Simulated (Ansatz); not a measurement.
Stepwise reaction of `C[NH][Ge]([F])([F])[F]` with hydrogen, as a gas-phase model of exchange steps in deposition or etching. ΔE in kJ/mol; ΔG adds harmonic PBE0-D4 terms to CCSD(T)/CBS, at 1 bar.

Gas-phase electronic energies from Ansatz, PBE0-D4/def2-TZVP geometries. CCSD(T)/CBS adds triple-zeta CCSD(T) − MP2 to the extrapolated MP2 energy (def2 sets, frozen cores). This one scheme is used for every species. DFT in def2-TZVPP. B3LYP here is the variant with VWN-RPA as its local correlation; programs differ in this. For Ge outer-core shells are correlated without core-valence functions, which leaves a few kJ/mol of doubt a bond. Scalar relativity is left out up to krypton. Each species was taken in one conformer, which may not be the lowest.

```csv
step,reaction,PBE-D4,B3LYP-D4,ωB97M-V,CCSD(T)/CBS,ΔG(400 K)
1,`C[NH][Ge]([F])([F])[F]` + H₂ → `C[NH][GeH]([F])[F]` + H–F,39.8,43.9,44.6,39.0,41.2
2,`C[NH][GeH]([F])[F]` + H₂ → `C[NH][GeH2][F]` + H–F,52.3,57.1,57.3,51.4,54.2
```

(1) Give the row of step 3, `C[NH][GeH2][F]` + H₂ → `C[NH][GeH3]` + H–F. (Estimate.)

(2) By hand: ΔE of the 3 steps together at CCSD(T)/CBS.

Results:

(1) The calculation gave: 
| step | reaction | PBE-D4 | B3LYP-D4 | ωB97M-V | CCSD(T)/CBS | ΔG(400 K) |
| --- | --- | --- | --- | --- | --- | --- |
| 3 | `C[NH][GeH2][F]` + H₂ → `C[NH][GeH3]` + H–F | 60.8 | 65.7 | 64.5 | 58.5 | 58.7 |

(2) (39.0) + (51.4) + (58.5) = 148.9 kJ/mol, or 49.6 kJ/mol a step.

In ΔE each step is higher than the one before. All are uphill at CCSD(T)/CBS. ΔG lies between 41.2 and 58.7 kJ/mol a step. PBE-D4 differs from CCSD(T)/CBS by 0.8 to 2.3 kJ/mol a step. Only this route is followed, and other bonds may react first. Isolated molecules leave out the surface, adducts and barriers. Largest T1 diagnostic: 0.012.
